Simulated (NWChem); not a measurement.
System: Si$_{2}$NH$_{7}$S; SMILES N[SiH2]S[SiH3]

Parts of the log:

```
             Northwest Computational Chemistry Package (NWChem) 7.3.0
             --------------------------------------------------------

 C1  symmetry detected

                             Geometry "geometry" -> ""
                             -------------------------

 Output coordinates in angstroms (scale by  1.889725989 to convert to a.u.)

  No.       Tag          Charge          X              Y              Z
 ---- ---------------- ---------- -------------- -------------- --------------
    1 Si                  14.0000    -0.31824574    -2.17133260     0.00090373
    2 S                   16.0000     0.87951062    -0.40386943    -0.00011283
    3 Si                  14.0000    -0.57125258     1.21054941    -0.00159406
    4 N                    7.0000     0.18656218     2.74860277     0.00642935
    5 H                    1.0000    -1.14466585    -2.17853230    -1.19074491
    6 H                    1.0000    -1.16301359    -2.16389296     1.20056946
    7 H                    1.0000     0.66394827    -3.23991799     0.01510998
    8 H                    1.0000    -1.33402044     1.09665989    -1.24506385
    9 H                    1.0000    -1.35287225     1.11170036     1.21187726
   10 H                    1.0000     0.69644645     3.02834717     0.80858372
   11 H                    1.0000     0.70904867     3.01829193    -0.83386711

 Effective nuclear repulsion energy (a.u.)     278.7720124332

                                Z-matrix (autoz)
                                --------

 Units are Angstrom for bonds and degrees for angles

[...]

      ----------------------
      Optimization converged
      ----------------------

  Step       Energy      Delta E   Gmax     Grms     Xrms     Xmax
  ---- ---------------- -------- -------- -------- -------- --------
@    6   -1035.30991831 -2.1D-07  0.00013  0.00003  0.00072  0.00146
                                     ok       ok       ok       ok

                                Z-matrix (autoz)
                                --------

 Units are Angstrom for bonds and degrees for angles

[...]

 Rotational Constants
 --------------------
 A=   0.294280 cm-1  (  0.423393 K)
 B=   0.051750 cm-1  (  0.074455 K)
 C=   0.045801 cm-1  (  0.065897 K)

 Temperature                      =   298.15K
 frequency scaling parameter      =   1.0000

 Zero-Point correction to Energy  =   42.920 kcal/mol  (  0.068397 au)
 Thermal correction to Energy     =   47.451 kcal/mol  (  0.075617 au)
 Thermal correction to Enthalpy   =   48.043 kcal/mol  (  0.076561 au)

 Total Entropy                    =   84.220 cal/mol-K
   - Translational                =   39.957 cal/mol-K (mol. weight = 108.9838)
   - Rotational                   =   27.227 cal/mol-K (symmetry #  =        1)
   - Vibrational                  =   17.037 cal/mol-K

 Cv (constant volume heat capacity) =   25.251 cal/mol-K
   - Translational                  =    2.979 cal/mol-K
   - Rotational                     =    2.979 cal/mol-K
   - Vibrational                    =   19.292 cal/mol-K

[normal modes left out]

 ----------------------------------------------------------------------------
 Normal Eigenvalue ||           Projected Infra Red Intensities
  Mode   [cm**-1]  || [atomic units] [(debye/angs)**2] [(KM/mol)] [arbitrary]
 ------ ---------- || -------------- ----------------- ---------- -----------
    1      -23.199 ||    0.001462           0.034         1.425       0.261
    2       -0.000 ||    0.000149           0.003         0.145       0.027
    3       -0.000 ||    0.000003           0.000         0.003       0.001
    4       -0.000 ||    0.000057           0.001         0.056       0.010
    5        0.000 ||    0.000094           0.002         0.092       0.017
    6        0.000 ||    0.000028           0.001         0.027       0.005
    7        0.000 ||    0.000074           0.002         0.072       0.013
    8       52.527 ||    0.000090           0.002         0.087       0.016
    9      102.742 ||    0.000865           0.020         0.843       0.154
   10      214.119 ||    0.007903           0.182         7.704       1.408
   11      232.004 ||    0.019589           0.452        19.096       3.491
   12      442.626 ||    0.059062           1.363        57.577      10.525
   13      476.527 ||    0.291579           6.727       284.246      51.959
   14      503.972 ||    0.026997           0.623        26.318       4.811
   15      508.235 ||    0.019540           0.451        19.049       3.482
   16      606.003 ||    0.019868           0.458        19.368       3.540
   17      615.279 ||    0.037004           0.854        36.073       6.594
   18      710.992 ||    0.000053           0.001         0.051       0.009
   19      830.151 ||    0.002974           0.069         2.900       0.530
   20      854.678 ||    0.504990          11.651       492.289      89.988
   21      884.867 ||    0.036738           0.848        35.814       6.547
   22      886.068 ||    0.015686           0.362        15.291       2.795
   23      891.094 ||    0.036115           0.833        35.207       6.436
   24      901.752 ||    0.073913           1.705        72.055      13.171
   25      928.731 ||    0.143222           3.304       139.620      25.522
   26     1497.751 ||    0.035314           0.815        34.425       6.293
   27     2151.203 ||    0.050324           1.161        49.058       8.968
   28     2156.385 ||    0.071401           1.647        69.605      12.723
   29     2167.289 ||    0.094658           2.184        92.278      16.868
   30     2173.943 ||    0.143231           3.304       139.629      25.523
   31     2187.987 ||    0.089910           2.074        87.649      16.022
   32     3483.156 ||    0.038593           0.890        37.622       6.877
   33     3577.068 ||    0.030394           0.701        29.630       5.416
 ----------------------------------------------------------------------------

 ===============================================================================
      Negative Nuclear Hessian Mode    1  Eigenvalue =    -23.20 cm**(-1)
 -------------------------------------------------------------------------------
   Raw step length:  0.320 angstroms ;  The Raw step for this mode is:
    1 Si                  14.0000     0.00010743    -0.00011492    -0.03455803
    2 S                   16.0000    -0.00003828     0.00009009     0.02615881
    3 Si                  14.0000    -0.00024851     0.00007060     0.04566788
    4 N                    7.0000     0.00036127    -0.00005572    -0.07178066
    5 H                    1.0000     0.06410258    -0.00739731    -0.07982846
    6 H                    1.0000    -0.06330170     0.00696457    -0.08080657
    7 H                    1.0000    -0.00057329     0.00003983     0.02002848
    8 H                    1.0000    -0.07741108    -0.06848650     0.10511735
    9 H                    1.0000     0.07618062     0.06876767     0.10609904
   10 H                    1.0000     0.02771388     0.04764751    -0.10577130
   11 H                    1.0000    -0.02659989    -0.04838941    -0.10575703

  Geometry after  100.0% step for mode  1; Step length =  0.320 angstroms
   Maximum component (any atom: x,y, or z) displacement:  0.200
    1 Si                  14.0000    -0.29869525    -2.11480891    -0.02806242
    2 S                   16.0000     1.01028902    -0.39958726     0.02964297
    3 Si                  14.0000    -0.50848480     1.17778251     0.03672742
    4 N                    7.0000     0.17532793     2.77204593    -0.07901898
    5 H                    1.0000    -1.11046087    -2.15312622    -1.29776356
    6 H                    1.0000    -1.25443533    -2.12119250     1.13841385
    7 H                    1.0000     0.58551751    -3.32668909     0.04098695
    8 H                    1.0000    -1.41850421     0.96064519    -1.14527816
    9 H                    1.0000    -1.28108873     1.09889592     1.32776813
   10 H                    1.0000     0.70447818     3.12818994     0.72452102
   11 H                    1.0000     0.64779532     3.03358716    -0.95127699

  Geometry after -100.0% step for mode  1; Step length =  0.320 angstroms
   Maximum component (any atom: x,y, or z) displacement:  0.200
    1 Si                  14.0000    -0.29891010    -2.11457907     0.04105364
    2 S                   16.0000     1.01036558    -0.39976745    -0.02267464
    3 Si                  14.0000    -0.50798778     1.17764130    -0.05460835
    4 N                    7.0000     0.17460539     2.77215738     0.06454234
    5 H                    1.0000    -1.23866602    -2.13833161    -1.13810665
    6 H                    1.0000    -1.12783193    -2.13512164     1.30002700
    7 H                    1.0000     0.58666409    -3.32676875     0.00092999
    8 H                    1.0000    -1.26368205     1.09761818    -1.35551286
    9 H                    1.0000    -1.43344998     0.96136057     1.11557006
   10 H                    1.0000     0.64905042     3.03289493     0.93606362
   11 H                    1.0000     0.70099509     3.13036598    -0.73976293

  Geometry after   50.0% step for mode  1; Step length =  0.160 angstroms
   Maximum component (any atom: x,y, or z) displacement:  0.100
    1 Si                  14.0000    -0.29874896    -2.11475145    -0.01078340
    2 S                   16.0000     1.01030816    -0.39963231     0.01656356
    3 Si                  14.0000    -0.50836055     1.17774721     0.01389347
    4 N                    7.0000     0.17514729     2.77207379    -0.04312865
    5 H                    1.0000    -1.14251216    -2.14942757    -1.25784934
    6 H                    1.0000    -1.22278448    -2.12467478     1.17881714
    7 H                    1.0000     0.58580415    -3.32670900     0.03097271
    8 H                    1.0000    -1.37979867     0.99488844    -1.19783683
    9 H                    1.0000    -1.31917904     1.06451209     1.27471861
   10 H                    1.0000     0.69062124     3.10436619     0.77740667
   11 H                    1.0000     0.66109526     3.05778186    -0.89839848

  Geometry after  -50.0% step for mode  1; Step length =  0.160 angstroms
   Maximum component (any atom: x,y, or z) displacement:  0.100
    1 Si                  14.0000    -0.29885639    -2.11463653     0.02377463
    2 S                   16.0000     1.01034644    -0.39972241    -0.00959524
    3 Si                  14.0000    -0.50811204     1.17767661    -0.03177441
    4 N                    7.0000     0.17478602     2.77212952     0.02865201
    5 H                    1.0000    -1.20661473    -2.14203026    -1.17802088
    6 H                    1.0000    -1.15948278    -2.13163936     1.25962371
    7 H                    1.0000     0.58637744    -3.32674884     0.01094423
    8 H                    1.0000    -1.30238759     1.06337493    -1.30295418
    9 H                    1.0000    -1.39535967     0.99574441     1.16861958
   10 H                    1.0000     0.66290736     3.05671868     0.88317797
   11 H                    1.0000     0.68769515     3.10617127    -0.79264145

  Geometry after   99.8% step for mode  1; Step length =  0.320 angstroms
   Maximum component (any atom: x,y, or z) displacement:  0.200
    1 Si                  14.0000    -0.29869551    -2.11480863    -0.02797656
    2 S                   16.0000     1.01028912    -0.39958749     0.02957798
    3 Si                  14.0000    -0.50848419     1.17778233     0.03661396
    4 N                    7.0000     0.17532703     2.77204607    -0.07884065
    5 H                    1.0000    -1.11062012    -2.15310785    -1.29756524
    6 H                    1.0000    -1.25427807    -2.12120980     1.13861461
    7 H                    1.0000     0.58551893    -3.32668919     0.04093720
    8 H                    1.0000    -1.41831190     0.96081533    -1.14553931
    9 H                    1.0000    -1.28127799     1.09872508     1.32750455
   10 H                    1.0000     0.70440933     3.12807157     0.72478380
   11 H                    1.0000     0.64786140     3.03370737    -0.95101425

  Geometry after  -99.8% step for mode  1; Step length =  0.320 angstroms
   Maximum component (any atom: x,y, or z) displacement:  0.200
    1 Si                  14.0000    -0.29890984    -2.11457936     0.04096779
    2 S                   16.0000     1.01036548    -0.39976723    -0.02260966
    3 Si                  14.0000    -0.50798840     1.17764148    -0.05449490
    4 N                    7.0000     0.17460629     2.77215724     0.06436401
    5 H                    1.0000    -1.23850677    -2.13834999    -1.13830497
    6 H                    1.0000    -1.12798919    -2.13510434     1.29982625
    7 H                    1.0000     0.58666266    -3.32676865     0.00097975
    8 H                    1.0000    -1.26387437     1.09744804    -1.35525171
    9 H                    1.0000    -1.43326072     0.96153142     1.11583365
   10 H                    1.0000     0.64911927     3.03301330     0.93580084
   11 H                    1.0000     0.70092901     3.13024576    -0.74002567

  Geometry after   49.9% step for mode  1; Step length =  0.160 angstroms
   Maximum component (any atom: x,y, or z) displacement:  0.100
    1 Si                  14.0000    -0.29874909    -2.11475131    -0.01074048
    2 S                   16.0000     1.01030821    -0.39963242     0.01653107
    3 Si                  14.0000    -0.50836024     1.17774712     0.01383675
    4 N                    7.0000     0.17514684     2.77207386    -0.04303949
    5 H                    1.0000    -1.14259178    -2.14941838    -1.25775018
    6 H                    1.0000    -1.22270585    -2.12468343     1.17891752
    7 H                    1.0000     0.58580486    -3.32670905     0.03094783
    8 H                    1.0000    -1.37970251     0.99497351    -1.19796741
    9 H                    1.0000    -1.31927367     1.06442666     1.27458682
   10 H                    1.0000     0.69058682     3.10430700     0.77753806
   11 H                    1.0000     0.66112830     3.05784197    -0.89826711

  Geometry after  -49.9% step for mode  1; Step length =  0.160 angstroms
   Maximum component (any atom: x,y, or z) displacement:  0.100
    1 Si                  14.0000    -0.29885626    -2.11463667     0.02373170
    2 S                   16.0000     1.01034639    -0.39972229    -0.00956275
    3 Si                  14.0000    -0.50811234     1.17767669    -0.03171768
    4 N                    7.0000     0.17478647     2.77212945     0.02856285
    5 H                    1.0000    -1.20653511    -2.14203945    -1.17812004
    6 H                    1.0000    -1.15956141    -2.13163070     1.25952334
    7 H                    1.0000     0.58637673    -3.32674879     0.01096911
    8 H                    1.0000    -1.30248375     1.06328986    -1.30282361
    9 H                    1.0000    -1.39526504     0.99582983     1.16875137
   10 H                    1.0000     0.66294178     3.05677787     0.88304658
   11 H                    1.0000     0.68766211     3.10611117    -0.79277282
```

Level: PBE-D3(BJ)/def2-SVP. 

Q: Which NWChem input produces such a log?

A: Several could match; the one computed here: the input that was run:
```
start job
memory heap 200 mb stack 900 mb global 1100 mb
geometry units angstroms
  Si     1.425279    -1.169106     1.185410
  S      0.628290    -0.338958    -0.612981
  Si    -1.120299     0.762788     0.050085
  N     -1.922879     1.530904    -1.255985
  H      0.427642    -2.034083     1.785063
  H      1.757224    -0.071589     2.100918
  H      2.598918    -1.890522     0.728341
  H     -2.044555    -0.213020     0.628490
  H     -0.678484     1.803332     0.953014
  H     -1.468492     2.273855    -1.728475
  H     -2.381702     0.925935    -1.945417
end
basis spherical
  * library def2-svp
end
dft
  xc xpbe96 cpbe96
  disp vdw 4
  iterations 150
end
driver
  maxiter 120
end
task dft optimize
task dft freq
```
